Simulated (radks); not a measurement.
Results of a calculation; reference values are marked as such.
Ionisation of neutral strontium, [Kr] 5s2, to [Kr] 5s1 as the strength of local exchange is varied. Level of theory: scalar-relativistic Kohn-Sham, Slater X-alpha exchange (alpha = 2/3 is LDA exchange), no correlation, spin-polarised, spherical densities, point nucleus (a radial shooting solver on a logarithmic mesh with Libxc functionals).

alpha  E(Sr) (hartree)  exchange (hartree)  IE (eV)  -e of the level emptied (eV)  <r> of it (bohr)
0.636      -3167.87008           -93.07301    4.704                    2.712 (5s)             4.456
0.667      -3172.41561           -97.74114    4.831                    2.844 (5s)             4.408
0.759      -3185.94164          -111.66670    5.219                    3.249 (5s)             4.275
0.98       -3218.65373          -145.55644    6.211                    4.308 (5s)             3.992
?          -3162.74539           -87.81721    4.562                    2.567 (5s)             4.511

Which alpha was used in the last row?

Answer. alpha = 0.601. NIST Atomic Spectra Database: 5.695 eV (measured). The Delta-SCF value meets it near alpha = 0.86.
